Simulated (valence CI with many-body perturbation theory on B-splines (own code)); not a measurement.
**Se3+: what the settings do**

Level of theory: valence CI with perturbative core correlation (CI+MBPT): three valence electrons over a frozen Dirac-Fock core [Ar] 3d10, radial functions for each j: 6 s, 6 p, 5 d, 3 f, 1 g, with the one-electron correlation potential Σ1, the two-electron term Σ2, the three-electron term Σ3, Breit, model QED; selected CI, second order for the rest, scaled by the run's own slope (own B-spline code, finite nucleus).

Against 13 measured levels this calculation errs by 125 cm⁻¹ on average and by 242 at most. These come from a selection out of Moore, Atomic Energy Levels, vol. II, NSRDS-NBS 35 (1971 reprint of NBS Circular 467, 1952), an old analysis. Levels without a partner in it may be off by more.

The reference run has the lowest level 4s²4p ²P°_1/2 and an ionisation energy of 42.9425 eV. Its largest variational space holds 4850 state functions.

```tsv
Level	Reference (cm⁻¹)	Shift (cm⁻¹)
4s²4p ²P°_3/2	4362	+27
4s4p² ⁴P_1/2	79045	+317
4s4p² ⁴P_3/2	80791	+329
4s4p² ⁴P_5/2	83228	+344
4s4p² ²D_3/2	103970	+356
4s4p² ²D_5/2	104464	+359
4s4p² ²S_1/2	128723	+359
4s4p² ²P_1/2	136214	+376
4s4p² ²P_3/2	138449	+386
4s²4d ²D_3/2	153205	+310
4s²4d ²D_5/2	153597	+308
4s²5s ²S_1/2	157162	+37
```

The ionisation energy moves by +0.0253 eV.

(1) Which of these changes was made?
A. hole-hole ladder in Σ2 on → off
B. Breit term on → off; selection threshold (hartree) 2e-08 → 2e-07
C. screening of Σ1 on → off

Results:

(1) C. screening of Σ1 on → off.
